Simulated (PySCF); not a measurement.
ethyl(silyl)silane (C₂H₁₀Si₂), SMILES CC[SiH2][SiH3]. The structure is a stationary point at ωB97X-D3(BJ)/def2-SVP. The values are those of a single conformer.

Computed equilibrium geometry at ωB97X-D3(BJ)/def2-SVP (PySCF confirms it by a frequency run) as a Z-matrix (one conformer of several):
```
Si
H 1 1.4955
H 1 1.4965 2 107.99
C 1 1.8913 2 110.50 3 -120.57
H 4 1.1038 1 108.24 2 59.67
H 4 1.1040 5 106.04 1 115.57
C 4 1.5335 5 110.53 6 119.71
H 7 1.1018 4 111.66 5 -56.88
H 7 1.1025 8 107.50 4 -122.52
H 7 1.1028 8 107.33 9 -115.01
Si 1 2.3377 2 109.24 3 118.18
H 11 1.4935 1 111.29 2 -50.63
H 11 1.4943 12 108.34 1 121.97
H 11 1.4954 12 108.50 13 117.11
```
